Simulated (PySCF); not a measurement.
Property card for `Cc1nc[n-]c1[SiH3]`

Species: C₄H₇N₂Si (charge -1).
Structure used (GFN2-xTB), in Å, numbered top down from 1:
```
atom  x, y, z in Å
C1    -0.9221   -1.6597    0.2292
C2    -0.8464   -0.1689    0.1527
N3    -1.9293    0.6226    0.3085
C4    -1.4284    1.8589    0.1691
N5    -0.1298    1.9429   -0.0600
C6     0.2785    0.6272   -0.0738
Si7    2.0326    0.1694   -0.3666
H8    -1.1183   -1.9910    1.2533
H9     0.0207   -2.0953   -0.1015
H10   -1.7295   -2.0392   -0.4009
H11   -2.0592    2.7362    0.2400
H12    2.9940    1.2633   -0.1468
H13    2.5004   -0.9363    0.5105
H14    2.3359   -0.3304   -1.7360
```

Some functional groups and rings: Si–H bond and C–Si bond.

**GFN2-xTB geometry**

```
Rotational constants A, B, C of the GFN2-xTB geometry : 3.489, 1.978, 1.290 GHz
```

From PBE0/pcSseg-1 ground state and GIAO shieldings, non-relativistic (PySCF):

```
HOMO energy                                                 : -1.06 eV
LUMO energy                                                 : 5.07 eV
HOMO–LUMO gap                                               : 6.13 eV
Lowest Hirshfeld atomic charge                              : -0.30 e on N3
Highest Hirshfeld atomic charge                             : +0.23 e on Si7
13C chemical shifts (computed TMS as zero) by class         : 149.9 (C4), 148.2 (C2), 112.9 (C6), 19.1 (C1) ppm
1H chemical shifts (computed TMS as zero) by class          : 7.18 (H11), 4.41 (H12/H13/H14), 2.32 (H8/H9/H10) ppm
Isotropic shieldings of nuclei other than C and H, by class : -44 (N5), -34 (N3), 445 (Si7) ppm
Mayer bond orders between heavy atoms                       : C1–C2 1.07, C2–N3 1.45, N3–C4 1.44, C4–N5 1.56, N5–C6 1.30, C6–Si7 1.02, C6–C2 1.39
```

Monoisotopic mass of the ion (most abundant isotopes, electron mass counted): 111.0384 u.

The rotational constants make it an asymmetric top with κ = (2B − A − C)/(A − C) = -0.37, nearer the prolate limit (−1). With B = h/(8π²I), that is 505.379 GHz u Å² over I, the principal moments of inertia are 144.9, 255.5 and 391.7 u Å² (most abundant isotopes).

Geometry: GFN2-xTB; no solvent or vibrations. GFN2-xTB frequencies show an imaginary mode (47i cm⁻¹), so this geometry is no minimum at that level. NMR classes are plain means over equivalent atoms (diastereotopic ones count apart unless rotation or inversion swaps them), as if these changed places fast; in this geometry the members of some classes differ. No diffuse functions stand in pcSseg-1, which bears on an anion's orbital energies.
